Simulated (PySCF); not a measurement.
Ionisation energy of Zr¹⁴⁺ by level of theory

Zr¹⁴⁺ [Ar] 3d8 [3d3/2^4 3d5/2^4, M_J = 4] → Zr¹⁵⁺ [Ar] 3d7 [3d3/2^4 3d5/2^3, M_J = 9/2], as a difference of total energies. All numbers are calculated (PySCF 2.14, the two-component X2C-1e Hamiltonian, in an even-tempered Gaussian basis (17 s from 1.2 bohr⁻², ratio 2.8; 13 p from 1.5 bohr⁻², ratio 2.8; 8 d from 1.5 bohr⁻², ratio 2.8; 4 f from 7.6 bohr⁻², ratio 3)). Correlated levels: [Ne] frozen; the 76 highest virtual spinors dropped. "Screened" scales the spin-orbit matrix elements by Boettger's factors to mimic the two-electron term; Breit and QED terms are absent.

| method | ionisation energy (eV) |
| --- | --- |
| GHF (spin-free) | 521.38 |
| GMP2 (spin-free) | 522.80 |
| GHF (screened spin-orbit) | 520.99 |
| GMP2 (screened spin-orbit) | 522.40 |

Problem. How much does correlation contribute at GMP2 (screened spin-orbit)?

Solution. 522.40 − (520.99) = 1.41 eV, measured against GHF (screened spin-orbit).

Breit and QED terms and the two-electron picture change are absent.

The spin-free rows relax to the high-spin LS determinant and lack the spin-orbit shift.

The labels give the starting determinants; with spin-orbit coupling the two ends relaxed to ⟨J²⟩ = 20.00, ⟨L²⟩ = 12.11, ⟨S²⟩ = 1.98 and ⟨J²⟩ = 24.75, ⟨L²⟩ = 12.48, ⟨S²⟩ = 3.58.

For comparison: 520 ± 3 eV (theoretical estimate listed by NIST; NIST Atomic Spectra Database, ionization energies).
